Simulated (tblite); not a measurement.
Species: C2H8O3Si2.
Z-matrix (Å and degrees, GFN2-xTB geometry), rows numbered from 1:
```
C 
C   1  1.5253
O   2  1.3905  1  108.35
Si  3  1.6271  2  127.66  1   157.36
O   4  1.6286  3  108.68  2   -19.53
Si  5  1.6286  4  123.56  3     0.70
O   2  1.3904  1  108.40  3   124.05
H   1  1.0857  2  109.42  3    57.49
H   1  1.0864  2  108.90  3   -62.13
H   1  1.0857  2  109.55  3   178.30
H   2  1.1058  1  109.85  3  -117.97
H   4  1.4570  3  110.86  2    95.21
H   4  1.4502  3  104.51  2  -135.47
H   6  1.4570  5  104.88  4   117.56
H   6  1.4503  5  108.63  4  -114.06
```

Level: GFN2-xTB in tblite, geometry and Hessian alike; calculated harmonic values, unscaled, isolated species. Errors from tens to a few hundred cm⁻¹ against measured bands are possible. Modes of hydrogen on silicon can be 10 to 20 % off. One conformer, not necessarily the lowest.

Harmonic wavenumbers (cm⁻¹): 49.3, 68.1, 111.2, 181.0, 281.3, 304.7, 329.8, 453.1, 546.3, 561.0, 584.9, 599.0, 615.5, 670.7, 680.9, 714.0, 782.8, 787.8, 795.9, 830.2, 955.2, 986.3, 1015.9, 1100.8, 1119.3, 1152.4, 1322.3, 1322.7, 1380.8, 1460.3, 1470.5, 2305.0, 2312.1, 2370.0, 2375.6, 2798.2, 3049.0, 3052.6, 3055.5.

A = 2648, B = 1881, C = 1166 MHz; mass 136.001 u (most abundant isotopes); point group Cs, symmetry number 1.

What is the zero-point energy?

Half the sum of the wavenumbers: 22276 cm⁻¹ = 266.48 kJ/mol.

What is S at 500 K and 1 bar for an ideal gas of classical rigid rotors and harmonic oscillators?

Translation 180.87, rotation 125.30, vibration 176.72: S = 482.9 J/(mol K).

And Cp and H(500 K) − H(0)?

Cp = 209.23 J/(mol K), of which vibrations give 175.98 (their classical limit is 39 R = 324.3); H(500 K) − H(0) = 62.61 kJ/mol without the zero-point energy, 45.98 from vibrations.

Blend soft modes into free rotors: weight 1/[1 + (100 cm⁻¹/ν̃)⁴] for the oscillator and the rest for a rotor with moment μB/(μ + B), μ = h/(8π²ν), B = 10⁻⁴⁴ kg m². What vibrational entropy results?

162.69 J/(mol K) in place of 176.72, which changes −T·S at 500 K by +7.01 kJ/mol.

Which modes carry the vibrational entropy at 500 K?

49.3 cm⁻¹: 24.56; 68.1 cm⁻¹: 21.88; 111.2 cm⁻¹: 17.82; 181.0 cm⁻¹: 13.83; 281.3 cm⁻¹: 10.30; 304.7 cm⁻¹: 9.67 J/(mol K); the other 33 give 78.66 together.

How do the functions run with temperature in this model?

| T (K) | S (J/(mol K)) | Cp (J/(mol K)) | H − H(0) (kJ/mol) | G − H(0) (kJ/mol) | ln q(vib) |
| --- | --- | --- | --- | --- | --- |
| 50 | 241.4 | 51.7 | 2.06 | -10.01 | 0.48 |
| 100 | 282.3 | 68.1 | 5.05 | -23.18 | 1.49 |
| 298.15 | 390.9 | 146.9 | 26.17 | -90.39 | 5.71 |
| 373.15 | 426.9 | 173.6 | 38.22 | -121.07 | 7.37 |
| 750 | 577.3 | 255.8 | 121.24 | -311.76 | 15.55 |
| 1000 | 655.2 | 285.0 | 189.10 | -466.12 | 20.47 |

q(vib) and H(0) count from the zero-point level.

Hindered rotation and anharmonicity are outside this model. Other conformers, if any are populated, would add a mixing term that is left out.

The run took 0.51 s of wall time on one thread of an Arm Neoverse V1 (shared host). This covers the Hessian and the dipole derivatives.
